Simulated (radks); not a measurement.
The mean radii <r> (bohr) of the occupied orbitals of an atom or ion are listed with their occupations. Method: Dirac Kohn-Sham, OLYP, spin-unpolarised, spherical densities, finite nucleus; Fermi nuclear charge, rms radius of each element as measured or else 0.836 A^(1/3) + 0.57 fm; computed with a radial shooting solver on a logarithmic mesh with Libxc functionals.

| orbital | occ. | <r> |
|---|---|---|
| 1s1/2 | 2 | 0.03111 |
| 2s1/2 | 2 | 0.1345 |
| 2p1/2 | 2 | 0.1141 |
| 2p3/2 | 4 | 0.1192 |
| 3s1/2 | 2 | 0.3680 |
| 3p1/2 | 2 | 0.3596 |
| 3p3/2 | 4 | 0.3705 |
| 3d3/2 | 4 | 0.3430 |
| 3d5/2 | 6 | 0.3465 |
| 4s1/2 | 1 | 0.9024 |
| 4p1/2 | 2 | 0.9620 |
| 4p3/2 | 4 | 0.9908 |
| 4d3/2 | 3.6 | 1.233 |
| 4d5/2 | 5.4 | 1.247 |
| 5s1/2 | 1 | 2.462 |

Name the element and its charge. Open shells, if any, are shared by 2j + 1.

Answer. Z = 47, silver, charge +2: Ag2+ in [Ar] 3d10 4s1 4p6 4d9 5s1. The 1s radius gives Z: for a bare nucleus <r> = (2 gamma + 1)/(2Z) with gamma = sqrt(1 - (Z/c)^2), 0.03062 bohr for Z = 47, and screening makes it slightly larger (0.03111 here). The occupations add up to 45, and the charge is Z minus that.
